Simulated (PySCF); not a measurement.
Compound: C2H5FSe.
Structure used (PBE0-D3(BJ)/def2-SVP), in Å, numbered top down from 1:
```
atom  x, y, z in Å
C1    -1.428    0.055    0.179
Se2   -0.124    0.789   -1.060
C3     1.426    0.014   -0.200
F4     1.451   -1.347   -0.288
H5    -1.319    0.502    1.177
H6    -1.304   -1.034    0.230
H7    -2.425    0.290   -0.217
H8     2.308    0.439   -0.706
H9     1.433    0.302    0.863
```

Method used: EOM-IP-CCSD/aug-cc-pVDZ in PySCF, restricted Hartree–Fock reference, frozen core, non-relativistic, gas phase, PBE0-D3(BJ)/def2-SVP geometry.

Hartree–Fock orbital energies give these Koopmans values (eV): HOMO 9.16, HOMO-1 11.68, HOMO-2 12.85, HOMO-3 14.98, HOMO-4 15.87, HOMO-5 16.01, HOMO-6 18.14, HOMO-7 19.29.

Task: What vertical ionisation energies does EOM-IP-CCSD give?

Result: 
| leading hole (HF orbital) | Koopmans (eV) | EOM-IP-CCSD (eV) | change (eV) | one-hole share |
| --- | --- | --- | --- | --- |
| HOMO | 9.16 | 8.70 | -0.46 | 0.96 |
| HOMO-1 | 11.68 | 11.03 | -0.65 | 0.96 |
| HOMO-2 | 12.85 | 12.02 | -0.83 | 0.96 |
| HOMO-3 | 14.98 | 13.25 | -1.73 | 0.95 |
| HOMO-4 | 15.87 | 14.53 | -1.34 | 0.95 |
| HOMO-5 | 16.01 | 14.78 | -1.23 | 0.94 |
| HOMO-6 | 18.14 | 15.88 | -2.26 | 0.93 |
| HOMO-7 | 19.29 | 17.28 | -2.01 | 0.94 |

Task: Does the order of the lines follow the orbital energies?

Result: Yes, no two lines change places. The corrections run from -2.26 to -0.46 eV, with a mean of -1.31 eV over the 8 lines; no line lies above its Koopmans value. Koopmans values leave out both the relaxation of the orbitals and the change in correlation energy.

Task: At what kinetic energies would He I light (21.22 eV) eject these electrons?

Result: 12.52 eV (HOMO), 10.19 eV (HOMO-1), 9.20 eV (HOMO-2), 7.97 eV (HOMO-3), 6.69 eV (HOMO-4), 6.44 eV (HOMO-5), 5.34 eV (HOMO-6), 3.94 eV (HOMO-7).

One root was sought for each valence orbital with −ε under 21 eV, eight at most, so deeper holes and satellites are missing; no vibrational structure.

One conformer stands for the species.
